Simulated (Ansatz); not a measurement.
Kohn–Sham single points on C3HF5, SMILES `FC(F)=CC(F)(F)F`.

```yaml
crystal:
  periodic: [false, false, false]
  atoms:
    - {symbol: F, position_ang: [0.334175, -2.056543, -0.318700]}
    - {symbol: C, position_ang: [0.600981, -1.120051, 0.543625]}
    - {symbol: F, position_ang: [1.296181, -1.607262, 1.538394]}
    - {symbol: C, position_ang: [0.247084, 0.150059, 0.474492]}
    - {symbol: C, position_ang: [-0.539633, 0.773612, -0.619695]}
    - {symbol: F, position_ang: [-1.675658, 1.306055, -0.143267]}
    - {symbol: F, position_ang: [-0.871741, -0.075778, -1.590608]}
    - {symbol: F, position_ang: [0.147005, 1.780556, -1.181256]}
    - {symbol: H, position_ang: [0.550106, 0.803050, 1.279915]}
basis:
  gaussian: {orbitals: def2-TZVPP}
hamiltonian: {xc: {name: revPBE}, dispersion: d4}
output: {orbitals: {seedname: orbitals}}
```

```sh
$ ansatz run in.yaml --threads 4 --pin off --events-out ev --progress --plain --max-ram 11315MiB
```

Shortened log:

```
Functional definition: revPBE
1379 factors; their error is unknown
mean field evaluation 1: about -16705.2357 eV, gradient 6.4e1 eV
mean field evaluation 2: about -16694.5114 eV, gradient 8.9e1 eV
mean field evaluation 4: about -16712.6730 eV, gradient 6.1e0 eV
mean field evaluation 8: about -16712.7255 eV, gradient 2.2e-1 eV
mean field evaluation 16: about -16712.6989 eV, gradient 2.8e-4 eV
mean field -16712.69893233 eV, -614.1803574889 hartree, gradient 8.4e-6 eV, S^2 0.000000; 0 other end points of the search recorded, 0 dependent functions left out
reference -16712.69896470 eV, -614.1803586786 hartree; 32, 32 occupied and 230, 230 virtual orbitals, 1379 factors
Total energy: -16713.32312821 eV, -614.2032962643 hartree
```

Hardware: 4 threads of an Arm Neoverse V1 on a shared host. Wall time 2.4 s, peak host memory 0.34 GiB.

The same input with `hamiltonian: {xc: {name: B97M-V}}` (abridged; 10 s):

```
Functional definition: B97M-V
mean field evaluation 16: about -16713.5053 eV, gradient 1.2e-3 eV
mean field -16713.50531694 eV, -614.2099915768 hartree, gradient 3.4e-5 eV, S^2 0.000000
Total energy: -16713.50535677 eV, -614.2099930404 hartree
```

With the line `hamiltonian: {xc: r2scan, dispersion: d4}` and forces (abridged; 5.5 s):

```
Functional definition: r2SCAN
mean field evaluation 16: about -16711.1044 eV, gradient 9.7e-3 eV
mean field -16711.10444600 eV, -614.1217611971 hartree, gradient 5.8e-5 eV, S^2 0.000000
Total energy: -16711.14913599 eV, -614.1234035241 hartree
Atom 0 force    -0.078035    -0.259419    -0.247458 eV/Å
Atom 1 force    -0.054176     0.167843    -0.021398 eV/Å
Atom 2 force     0.201145    -0.161965     0.279287 eV/Å
Atom 3 force    -0.043618     0.240735     0.026215 eV/Å
Atom 4 force     0.242481    -0.221121     0.324907 eV/Å
Atom 5 force    -0.363442     0.185958     0.130675 eV/Å
Atom 6 force    -0.095291    -0.275851    -0.292154 eV/Å
Atom 7 force     0.196190     0.331154    -0.188070 eV/Å
Atom 8 force    -0.005253    -0.007334    -0.012004 eV/Å
Dipole moment:     0.183925    -0.087386     0.280703 e Å
```

With the line `hamiltonian: {xc: {name: wB97X-V}}` (abridged; 8.5 s):

```
Functional definition: wB97X-V
mean field evaluation 16: about -16712.8578 eV, gradient 2.3e-4 eV
mean field -16712.85782664 eV, -614.1861967469 hartree, gradient 5.2e-5 eV, S^2 0.000000
Total energy: -16712.85782531 eV, -614.1861966982 hartree
```

The same input with `hamiltonian: {xc: {name: BLYP}, dispersion: d4}` (abridged; 2.2 s):

```
Functional definition: BLYP
mean field evaluation 16: about -16716.2228 eV, gradient 3.3e-4 eV
mean field -16716.22278347 eV, -614.3098566298 hartree, gradient 3.3e-5 eV, S^2 0.000000
Total energy: -16716.61917834 eV, -614.3244238726 hartree
```

Changing it to `hamiltonian: {xc: {name: B2PLYP}}` (abridged; 7 s):

```
Functional definition: B2PLYP
mean field evaluation 16: about -16693.6341 eV, gradient 1.0e-4 eV
mean field -16693.63411813 eV, -613.4797384898 hartree, gradient 8.1e-6 eV, S^2 0.000000
8 core orbitals not correlated: weight in the atoms' cores, before any rotation towards them, 1.000 or more for the frozen orbitals, at most 0.000 for the correlated occupied ones
second order -54.88994719 eV of doubles, -0.00000000 eV of singles
Total energy: -16708.45452814 eV, -614.0243785118 hartree
```
